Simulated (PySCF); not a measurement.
Correlation energy of Te³⁺ (tellurium, charge +3)

Starting occupation: [Kr] 4d10 5s2 5p1, 5p3/2 with m_j = +3/2. All numbers are calculated (PySCF 2.14, X2C-1e with screened-nucleus spin-orbit coupling, Gaussian nucleus, in x2c-SVPall-2c with one added diffuse shell each of s, p type (7s9p4d, 54 functions)). Frozen: [Ar] 3d10; 21 electrons correlated; the 6 highest virtual spinors left out.

MP2 pair energies summed by pair of shells (mhartree):

| pair | energy | share (%) |
| --- | --- | --- |
| 5s1/2-5s1/2 | -16.85 | 20.2 |
| 5p3/2-5s1/2 | -12.68 | 15.2 |
| 4d5/2-4p3/2 | -6.74 | 8.1 |
| 4d3/2-4d5/2 | -5.58 | 6.7 |
| 4p1/2-4p3/2 | -5.32 | 6.4 |
| 4d3/2-4p3/2 | -4.62 | 5.5 |
| 4d5/2-4d5/2 | -4.39 | 5.3 |
| 4p3/2-4p3/2 | -4.25 | 5.1 |
| 4d5/2-4p1/2 | -3.69 | 4.4 |
| 4d5/2-5s1/2 | -3.26 | 3.9 |
| 4d3/2-5s1/2 | -2.37 | 2.8 |
| 4d3/2-4p1/2 | -2.29 | 2.7 |
| 4d3/2-4d3/2 | -2.09 | 2.5 |
| 4d5/2-5p3/2 | -1.57 | 1.9 |
| 4d5/2-4s1/2 | -1.09 | 1.3 |
| 4d3/2-5p3/2 | -1.05 | 1.3 |
| 4p1/2-4p1/2 | -1.02 | 1.2 |
| 4p3/2-5s1/2 | -0.88 | 1.1 |
| 4d3/2-4s1/2 | -0.73 | 0.9 |
| 4p3/2-4s1/2 | -0.60 | 0.7 |
| 4p3/2-5p3/2 | -0.52 | 0.6 |
| 4s1/2-4s1/2 | -0.44 | 0.5 |
| 4p1/2-5s1/2 | -0.38 | 0.5 |
| 4p1/2-4s1/2 | -0.33 | 0.4 |
| 4p1/2-5p3/2 | -0.30 | 0.4 |
| 4s1/2-5s1/2 | -0.26 | 0.3 |
| 4s1/2-5p3/2 | -0.04 | 0.1 |

Total MP2 correlation energy: -83.36 mhartree.

This basis was not built for core-valence correlation, so the inner-shell part is incomplete.
